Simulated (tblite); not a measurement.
C8H8FOP.
Atom-mapped SMILES: `[CH3:1][O:2][c:3]1[cH:4][cH:5][c:6](/[P:7]=[CH:8]\[F:9])[cH:10][cH:11]1` (hydrogens: H12, H13, H14 on C1; H15 on C4; H16 on C5; H17 on C8; H18 on C10; H19 on C11)

Computed with GFN2-xTB (tblite), gas phase: L-BFGS steps from a force-field or distance-geometry start until the largest atomic force falls under 0.01 eV/Å.

Step 17: E = -883.4658 eV
```
atom  x, y, z in Å  |  force x, y, z in eV/Å
C1     -3.3887    0.1852   -0.3392   -0.047   0.016   0.005
O2     -2.4760   -0.8630   -0.5639   -0.104   0.030   0.041
C3     -1.1694   -0.6386   -0.2753   -0.065  -0.003   0.004
C4     -0.6710    0.5513    0.2457    0.020  -0.007  -0.037
C5      0.6833    0.6784    0.4810    0.034   0.034   0.037
C6      1.5553   -0.3690    0.2180    0.012  -0.023   0.023
P7      3.3247   -0.2888    0.6412    0.096  -0.004   0.050
C8      3.7861    1.1691   -0.0370    0.010   0.031   0.011
F9      3.0081    1.9785   -0.7764   -0.017   0.053   0.006
C10     1.0434   -1.5703   -0.2683   -0.002  -0.033   0.007
C11    -0.2998   -1.7031   -0.5236   -0.052   0.025  -0.014
H12    -3.4545    0.4457    0.7233    0.035  -0.015  -0.025
H13    -3.1182    1.0754   -0.9169   -0.051  -0.011   0.003
H14    -4.3584   -0.1820   -0.6701    0.006  -0.026  -0.040
H15    -1.3253    1.3783    0.4758    0.054  -0.014  -0.029
H16     1.0647    1.6047    0.8789    0.009   0.078   0.058
H17     4.7848    1.5704    0.0746    0.016  -0.016  -0.052
H18     1.7165   -2.3922   -0.4531    0.033  -0.098  -0.019
H19    -0.7153   -2.6208   -0.9069    0.011  -0.018  -0.030
```

Step 18: E = -883.4675 eV
```
atom  x, y, z in Å  |  force x, y, z in eV/Å
C1     -3.3922    0.1844   -0.3402   -0.032   0.016   0.006
O2     -2.4771   -0.8608   -0.5632   -0.071  -0.010   0.032
C3     -1.1706   -0.6362   -0.2737   -0.024  -0.017  -0.017
C4     -0.6688    0.5526    0.2454    0.026  -0.007  -0.028
C5      0.6854    0.6796    0.4817    0.055  -0.001   0.033
C6      1.5562   -0.3693    0.2200    0.037  -0.058   0.017
P7      3.3277   -0.2921    0.6430    0.072   0.053   0.012
C8      3.7869    1.1677   -0.0358    0.008   0.039   0.003
F9      3.0042    1.9778   -0.7719    0.006   0.021   0.028
C10     1.0439   -1.5706   -0.2685   -0.001  -0.028   0.015
C11    -0.3004   -1.6998   -0.5235   -0.024  -0.016  -0.016
H12    -3.4571    0.4444    0.7217    0.021   0.001  -0.004
H13    -3.1231    1.0737   -0.9187   -0.052   0.011  -0.004
H14    -4.3600   -0.1865   -0.6715   -0.004  -0.022  -0.037
H15    -1.3215    1.3788    0.4747    0.014   0.041  -0.015
H16     1.0701    1.6047    0.8795   -0.011   0.078   0.056
H17     4.7860    1.5727    0.0692   -0.016  -0.042  -0.043
H18     1.7179   -2.3947   -0.4534   -0.020  -0.041  -0.009
H19    -0.7171   -2.6171   -0.9073    0.014  -0.017  -0.030
```

Step 19: E = -883.4688 eV
```
atom  x, y, z in Å  |  force x, y, z in eV/Å
C1     -3.3953    0.1843   -0.3407   -0.018   0.008   0.003
O2     -2.4793   -0.8596   -0.5620   -0.018  -0.032   0.023
C3     -1.1723   -0.6349   -0.2729    0.018  -0.028  -0.029
C4     -0.6668    0.5532    0.2445    0.027   0.004  -0.013
C5      0.6876    0.6804    0.4829    0.056  -0.028   0.023
C6      1.5575   -0.3704    0.2218    0.046  -0.059   0.022
P7      3.3312   -0.2933    0.6447    0.033   0.072  -0.013
C8      3.7874    1.1676   -0.0349    0.002   0.038  -0.005
F9      3.0019    1.9782   -0.7686    0.016   0.005   0.038
C10     1.0443   -1.5715   -0.2683   -0.011  -0.019   0.018
C11    -0.3014   -1.6981   -0.5238    0.013  -0.031  -0.009
H12    -3.4582    0.4435    0.7207    0.001   0.016   0.016
H13    -3.1272    1.0729   -0.9198   -0.048   0.027  -0.010
H14    -4.3612   -0.1897   -0.6731   -0.018  -0.015  -0.028
H15    -1.3185    1.3796    0.4734   -0.001   0.061  -0.010
H16     1.0732    1.6061    0.8811   -0.029   0.043   0.040
H17     4.7868    1.5735    0.0646   -0.020  -0.048  -0.035
H18     1.7185   -2.3975   -0.4537   -0.060   0.004  -0.001
H19    -0.7180   -2.6151   -0.9083    0.012  -0.018  -0.030
```

Question: Estimate the geometry and energy of step 20. (The exact step hangs on the optimiser's Hessian estimate; all steps are aligned on step 19, rigid shifts and turns removed.)

Answer: E = -883.4699 eV, largest force 0.086 eV/Å
```
atom  x, y, z in Å  |  force x, y, z in eV/Å
C1     -3.3984    0.1843   -0.3412   -0.004  -0.003   0.000
O2     -2.4817   -0.8591   -0.5604    0.035  -0.033   0.014
C3     -1.1736   -0.6342   -0.2727    0.047  -0.012  -0.024
C4     -0.6646    0.5537    0.2435    0.026   0.005  -0.001
C5      0.6905    0.6804    0.4844    0.032  -0.042   0.012
C6      1.5596   -0.3724    0.2239    0.034  -0.037   0.030
P7      3.3351   -0.2931    0.6463   -0.004   0.058  -0.025
C8      3.7879    1.1684   -0.0342   -0.007   0.029  -0.010
F9      3.0002    1.9789   -0.7651    0.010   0.007   0.030
C10     1.0443   -1.5727   -0.2677   -0.004  -0.004   0.021
C11    -0.3021   -1.6970   -0.5241    0.026  -0.040  -0.005
H12    -3.4592    0.4431    0.7200   -0.018   0.027   0.024
H13    -3.1319    1.0726   -0.9210   -0.041   0.031  -0.012
H14    -4.3627   -0.1926   -0.6750   -0.024  -0.007  -0.014
H15    -1.3158    1.3813    0.4719    0.005   0.054  -0.013
H16     1.0753    1.6079    0.8833   -0.042  -0.007   0.020
H17     4.7876    1.5735    0.0598   -0.003  -0.040  -0.025
H18     1.7180   -2.4000   -0.4541   -0.081   0.027   0.005
H19    -0.7185   -2.6139   -0.9099    0.014  -0.015  -0.026
```

The energy changes by -0.0011 eV. The first-order estimate −F·Δx gives -0.0016 eV and the mean of the old and new forces, exact on a quadratic surface, -0.0012 eV. The step makes an angle of 58° with the force vector and moves no atom by more than 0.005 Å.
